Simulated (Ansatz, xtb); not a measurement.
# C4H5BrF2: which of two isomers lies lower

Structure X is `C/C=C/C(F)(F)Br`, a singlet and structure Y is `C=CCC(F)(F)Br`, a singlet. Both are isolated molecules in the gas phase, relaxed with B3LYP-D3(BJ)/def2-SVP; the shapes shown needn't be the lowest conformers.

X (Å):

```json
{"atom": "C", "x (Å)": "-1.6541", "y (Å)": "-0.6553", "z (Å)": "-0.5471"}
{"atom": "C", "x (Å)": "-0.7700", "y (Å)": "-1.0627", "z (Å)": "0.5871"}
{"atom": "C", "x (Å)": "-0.8576", "y (Å)": "-0.5862", "z (Å)": "1.8329"}
{"atom": "C", "x (Å)": "0.0439", "y (Å)": "-1.0184", "z (Å)": "2.9362"}
{"atom": "Br", "x (Å)": "1.2227", "y (Å)": "0.4953", "z (Å)": "3.4908"}
{"atom": "F", "x (Å)": "0.8385", "y (Å)": "-2.0425", "z (Å)": "2.5927"}
{"atom": "F", "x (Å)": "-0.6528", "y (Å)": "-1.3868", "z (Å)": "4.0257"}
{"atom": "H", "x (Å)": "-2.1742", "y (Å)": "-1.5312", "z (Å)": "-0.9714"}
{"atom": "H", "x (Å)": "-1.0568", "y (Å)": "-0.2208", "z (Å)": "-1.3674"}
{"atom": "H", "x (Å)": "-2.4090", "y (Å)": "0.0829", "z (Å)": "-0.2387"}
{"atom": "H", "x (Å)": "0.0075", "y (Å)": "-1.8032", "z (Å)": "0.3692"}
{"atom": "H", "x (Å)": "-1.6004", "y (Å)": "0.1622", "z (Å)": "2.1227"}
```

Y (Å):

```yaml
atoms:
  - { symbol: C, position_ang: [-0.1586, -0.8307, 1.2739] }
  - { symbol: C, position_ang: [-0.2595, -1.1443, -0.0188] }
  - { symbol: C, position_ang: [0.8547, -0.9857, -1.0121] }
  - { symbol: C, position_ang: [1.3706, -2.2905, -1.5967] }
  - { symbol: Br, position_ang: [-0.0268, -3.2544, -2.6246] }
  - { symbol: F, position_ang: [2.3938, -2.0523, -2.4342] }
  - { symbol: F, position_ang: [1.8157, -3.1132, -0.6369] }
  - { symbol: H, position_ang: [0.7697, -0.4346, 1.6981] }
  - { symbol: H, position_ang: [-1.0023, -0.9573, 1.9572] }
  - { symbol: H, position_ang: [-1.2001, -1.5449, -0.4115] }
  - { symbol: H, position_ang: [1.7317, -0.5100, -0.5422] }
  - { symbol: H, position_ang: [0.5464, -0.3552, -1.8614] }
```

Quicker runs give these differences E(Y) − E(X): GFN2-xTB +15.02 kJ/mol; HF/STO-3G +11.87 kJ/mol (at GFN2-xTB geometries); r2SCAN-D4/def2-SVP +11.10 kJ/mol (at GFN2-xTB geometries).

Q: Estimate E(Y) − E(X) at the level CCSD(T)/def2-SVP + ΔMP2/def2-TZVPP.

A: Too close to call at this level: CCSD(T)/def2-SVP + ΔMP2/def2-TZVPP gives E(Y) − E(X) = +1.45 kJ/mol.

The same difference at several levels:

| level | geometry | E(Y) − E(X) (kJ/mol) | departure from the last row (kJ/mol) | job, with rough time for the two |
| --- | --- | --- | --- | --- |
| GFN2-xTB | GFN2-xTB | +15.02 | +13.57 | optimisation, 0.17 s |
| HF/STO-3G | GFN2-xTB | +11.87 | +10.42 | single point, 0.48 s |
| r2SCAN-D4/def2-SVP | GFN2-xTB | +11.10 | +9.65 | single point, 4.8 s |
| B3LYP-D3(BJ)/def2-SVP | B3LYP-D3(BJ)/def2-SVP | +8.40 | +6.95 | optimisation, 44 s |
| HF/def2-SVP | B3LYP-D3(BJ)/def2-SVP | +6.01 | +4.56 | part of the CCSD(T) run |
| MP2/def2-SVP | B3LYP-D3(BJ)/def2-SVP | +4.72 | +3.26 | part of the CCSD(T) run |
| CCSD(T)/def2-SVP | B3LYP-D3(BJ)/def2-SVP | +3.73 | +2.28 | single point |
| CCSD(T)/def2-SVP + ΔMP2/def2-TZVPP | B3LYP-D3(BJ)/def2-SVP | +1.45 |  | single point, 1.8 min |

As drawn, both hold the same kinds of bond in the same numbers. Structure X has 1 methyl group, Y 0.

The largest departure from CCSD(T)/def2-SVP + ΔMP2/def2-TZVPP is that of GFN2-xTB, 13.57 kJ/mol. The last row adds to CCSD(T) the change of the MP2 difference between the two basis sets, here −2.28 kJ/mol.

With thermal terms from frequencies at re-optimised GFN2-xTB minima (ideal gas, soft modes damped towards free rotors, one conformer each, 298.15 K, 1 atm): the zero-point term adds +0.71 kJ/mol; ΔH is +1.25 and ΔG +2.99 kJ/mol.

The correlated steps freeze 15 core orbitals; the filled d shell of Br is correlated, in a basis made for valence electrons. Run with Ansatz 0.2.0, xtb 6.7.1; the last row on 4 threads of Arm Neoverse V1 on a shared host.
